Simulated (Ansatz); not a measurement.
Basis sets compared for [AgCl4]- (AgCl₄⁻). Total charge -1; singlet. Geometry r2SCAN-D4/def2-SVPD. Ansatz on 4 threads of Arm Neoverse V1 on a shared host; times are rough, and most runs start from earlier orbitals.

```xyz
5

Ag    0.0002    0.0001   -0.0003
Cl    2.0876    0.3532   -1.0002
Cl    1.0544   -0.9364    1.8687
Cl   -2.0868   -0.3535    1.0003
Cl   -1.0554    0.9365   -1.8686
```

In the def2 sets Ag takes a core potential; there is no spin–orbit coupling.

```json
{"level": "PBE-D4/def2-SVPD", "functions": "142", "energy (Eh)": "-1986.6728", "HOMO (eV)": "-2.65", "LUMO (eV)": "-1.76", "wall time": "1.8 s"}
{"level": "PBE0-D4/def2-SVPD", "functions": "142", "energy (Eh)": "-1986.7826", "HOMO (eV)": "-4.04", "LUMO (eV)": "-1.35", "wall time": "2.9 s"}
```

(1) Estimate the rows for PBE-D4/def2-TZVPD, PBE0-D4/def2-TZVPD (with forces).

Answers

(1) 
```
                           level  functions  energy (Eh)  HOMO (eV)  LUMO (eV)  wall time
               PBE-D4/def2-TZVPD        224   -1987.3197      -2.60      -1.61      2.9 s
PBE0-D4/def2-TZVPD (with forces)        224   -1987.4221      -3.99      -1.17      9.5 s
```
